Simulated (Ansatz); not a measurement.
Molecule: (2-methylpropan-2-yl)oxyboronic acid, C4H11BO3, net charge 0, singlet state. 
Coordinates optimised at B3LYP-D3(BJ)/def2-TZVP (Ansatz, a quantum-chemistry and plane-wave program):
SMILES: CC(C)(C)OB(O)O
```xyz
19

C     -1.2499     0.9599    -1.0971
C     -1.0531    -0.1174    -0.0327
C     -1.2686     0.4381     1.3733
C     -1.9830    -1.2984    -0.2892
O      0.2820    -0.6722    -0.1398
B      1.4611    -0.0111     0.0087
O      2.6369    -0.7123    -0.1305
O      1.5348     1.3301     0.2925
H     -2.2794     1.3213    -1.0773
H     -1.0511     0.5493    -2.0883
H     -0.5837     1.8035    -0.9263
H     -1.0828    -0.3387     2.1167
H     -2.2988     0.7799     1.4866
H     -0.6025     1.2768     1.5679
H     -3.0259    -0.9838    -0.2306
H     -1.8006    -1.7159    -1.2801
H     -1.8136    -2.0814     0.4508
H      2.4826    -1.6411    -0.3279
H      2.4474     1.6277     0.3622
```
Charge 0, spin multiplicity 1.

Quantity: vertical triplet-singlet gap (E(triplet) - E(singlet); each state is the SCF solution reached for its spin), in kcal/mol. Cores are frozen in the correlated levels unless marked. UHF or UKS for open shells. No spin-orbit coupling. Non-relativistic. 

```csv
level,program,vertical triplet-singlet gap (kcal/mol)
HF/aug-cc-pVDZ,Ansatz,164.8
BHLYP/def2-TZVPD,Ansatz,174.9
wB97X-V/def2-TZVPD,Ansatz,179.7
MP2/aug-cc-pVDZ,Ansatz,189.1
SCS-MP2/aug-cc-pVDZ,Ansatz,189.1
CCSD(T)/aug-cc-pVDZ,Ansatz,173.0
```
